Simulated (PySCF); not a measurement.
## UHF on He (helium, neutral)

Configuration: 1s2, closed-shell 1S. Computed with PySCF 2.14 in def2-TZVP (3s1p, 6 functions), with the non-relativistic Hamiltonian (point nucleus).

```
Total energy                                     : -2.859895 hartree
One-electron energy                              : -3.8861 hartree
Hartree (Coulomb) energy                         : 2.0523 hartree
Exchange energy                                  : -1.0262 hartree
Kinetic energy                                   : 2.85989 hartree
⟨S²⟩                                             : 0.0000
⟨L²⟩                                             : 0.000
Sum of ⟨r⟩                                       : 1.852 bohr
Sum of ⟨r²⟩                                      : 2.353 bohr²
Density at the nucleus (Gaussians lack the cusp) : 3.19 bohr⁻³
Langevin diamagnetic susceptibility              : -1.86 ×10⁻⁶ cm³/mol
Time after the integrals                         : 0.03 s of wall time on 1 thread of AMD EPYC 7B13 (shared host)
```

| shell | electrons | mean orbital energy (eV) | rms radius, mean of both spins (bohr) |
| --- | --- | --- | --- |
| 1s | 2 | -24.949 | 1.08 |
